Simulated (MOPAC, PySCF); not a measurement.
C₆H₁₅ClSi, SMILES `CC[Si](Cl)(CC)CC`, neutral singlet in the gas phase. 

Cartesian coordinates (Å):
SMILES: CC[Si](Cl)(CC)CC
```xyz
23

C     -0.2240     2.5670     0.0383
C      0.1626     1.5488    -1.0444
Si     0.0036    -0.2457    -0.4951
Cl     0.7147    -1.4424    -2.0802
C      1.0870    -0.6168     1.0003
C      2.5670    -0.2591     0.8164
C     -1.7924    -0.7240    -0.1944
C     -2.0192    -2.1979     0.1641
H     -0.1188     3.6031    -0.3216
H      0.4103     2.4674     0.9344
H     -1.2695     2.4403     0.3639
H     -0.4597     1.6841    -1.9461
H      1.2034     1.7113    -1.3735
H      0.9780    -1.6893     1.2373
H      0.6585    -0.0731     1.8626
H      3.1658    -0.5252     1.7022
H      2.9949    -0.7893    -0.0489
H      2.7038     0.8203     0.6398
H     -2.3608    -0.4574    -1.1031
H     -2.1791    -0.0667     0.6062
H     -1.6262    -2.8592    -0.6238
H     -3.0892    -2.4269     0.2925
H     -1.5107    -2.4691     1.1035
```
Charge 0, multiplicity 1.

All levels are single points at this geometry (B3LYP-D3(BJ)/def2-SVP); Pople sets use spherical d functions. Orbital energies aren't observables, and empty levels follow the basis.

```tsv
level	HOMO (eV)	LUMO (eV)	gap (eV)	dipole (D)	vertical IE, Delta-SCF (eV)
B3LYP-D3(BJ)/def2-TZVP in PySCF	-7.69	0.49	8.18	2.23	9.55
PBE-D3(BJ)/def2-TZVP in PySCF	-6.60	0.00	6.60	2.18	–
B3LYP/6-311+G** in PySCF	-7.75	-0.29	7.46	2.50	–
B3LYP/LANL2DZ in PySCF	-7.69	1.15	8.84	3.00	–
BP86/6-31G* in PySCF	-6.54	0.38	6.92	2.56	–
M06-2X/6-31G* in PySCF	-9.00	2.13	11.13	2.64	–
PBE/6-31G* in PySCF	-6.43	0.48	6.90	2.56	–
SVWN5/6-31G* in PySCF	-6.48	0.25	6.73	2.59	–
HF/3-21G in PySCF	-11.00	5.00	16.00	3.55	–
HF/6-31G* in PySCF	-11.00	5.02	16.02	2.75	9.68
HF/STO-3G in PySCF	-9.34	9.51	18.84	3.32	–
PM6 in MOPAC	-9.64	0.36	10.01	2.47	–
PM7 in MOPAC	-10.52	-0.16	10.36	3.17	–
```
